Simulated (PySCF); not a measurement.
## Stretching BI⁺

Set-up: PySCF, scalar-relativistic core potentials, basis sets B aug-cc-pVDZ, I aug-cc-pVDZ-PP with ECP28. Energies in eV from B⁺ + I in their ground configurations at the same level. State: ²Σ⁺ (doublet), unpaired electrons σ ↑.

```csv
R (Å),r²SCAN,UHF-CCSD,UHF-CCSD(T)
1.695,-2.091,,
1.774,-2.898,-1.498,-1.683
1.853,-3.346,-1.969,-2.166
1.912,-3.508,-2.145,-2.351
1.971,-3.558,-2.208,-2.421
2.030,-3.523,-2.186,-2.404
2.109,-3.381,-2.065,-2.286
2.208,-3.105,-1.826,-2.043
2.326,-2.704,-1.490,-1.691
2.483,-2.161,,
```

Question: Put a parabola through the three lowest points of the r²SCAN curve and estimate Re, k and ωe (reduced mass 10.13 u; 1 eV/Å² = 0.16022 mdyn/Å; ωe = 1302.8·√(k/μ) cm⁻¹).

Answer: Through R = 1.912, 1.971, 2.03 Å the second-order coefficient is 12.2 eV/Å², so Re ≈ 1.976 Å, k ≈ 3.91 mdyn/Å and ωe ≈ 810 cm⁻¹. A polynomial fit of higher order to the unrounded r²SCAN energies gives Re = 1.974 Å, k = 3.84 mdyn/Å, ωe = 802 cm⁻¹; anharmonicity and rounding make the difference.

The higher-order fit for each curve: r²SCAN: Re = 1.974 Å, ωe = 802 cm⁻¹, De = 3.56 eV; UHF-CCSD: Re = 1.983 Å, ωe = 780 cm⁻¹, De = 2.21 eV; UHF-CCSD(T): Re = 1.987 Å, ωe = 781 cm⁻¹, De = 2.42 eV.

Correlated steps freeze 5 core orbitals. Correlated levels converge slowly with the basis: in double zeta they bind strong bonds too weakly, by up to about 1 eV, and carry superposition errors of some tenths. Spin–orbit coupling is left out, which matters for elements this heavy, above all for dissociation energies. For an ion De counts to the pair picked by the measured ionisation energies or electron affinities, which need not be the lowest pair at this level. The state was picked by a PBE0 search and need not be the measured ground state.
